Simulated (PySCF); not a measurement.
**Trend along group 15: MNa cations**

CCSD(T) with double-zeta basis sets in PySCF, for the lowest determinant that a PBE0 search found; no spin–orbit coupling. De refers to high-spin ground-configuration atoms (the charge goes to the atom of lower measured ionisation energy or higher electron affinity, which is not always the lowest computed limit).

```tsv
M	basis	reference, frozen orbitals	charged atom	state (unpaired electrons)	Re (Å)	ωe (cm⁻¹)	De (eV)
N	def2-SVP	UHF, 2	Na+	quartet (σ ↑, π ↑↑)	2.721	136	0.15
As	def2-SVP	UHF, 10	Na+	quartet (σ ↑, π ↑↑)	3.261	99.8	0.24
Sb	cc-pVDZ/cc-pVDZ-PP	UHF, 5	Na+	quartet (σ ↑, π ↑↑)	3.402	103	0.30
Bi	def2-SVP	UHF, 5	Na+	quartet (σ ↑, π ↑↑)	3.501	92.1	n/a
```

Q: The row for M = P is missing. Estimate Re, ωe and De as the mean of the rows for N and As, and compare with the calculation.

A: The means are 2.991 Å, 118 cm⁻¹ and 0.20 eV. UHF-CCSD(T) in def2-SVP gives NaP⁺ as a quartet (σ ↑, π ↑↑) with Re = 3.158 Å, ωe = 121 cm⁻¹, De = 0.24 eV, so the estimate is off by -16.7 pm, -2 % and -0.05 eV.

The rows differ in basis set, which adds steps of its own.

Correlated steps freeze the inner cores (2 to 10 orbitals); shallow outer-core shells are correlated. Weak bonds: NaAs⁺, NaN⁺, NaP⁺, NaSb⁺. Basis-set superposition, not corrected here, can be much of De in a small basis, most of all at correlated wavefunction levels. These are scalar-relativistic numbers at best; spin–orbit coupling would shift them, the dissociation energy most. For an ion De counts to the pair picked by the measured ionisation energies or electron affinities, which need not be the lowest pair at this level. States were picked by a PBE0 search and need not be the measured ground states.
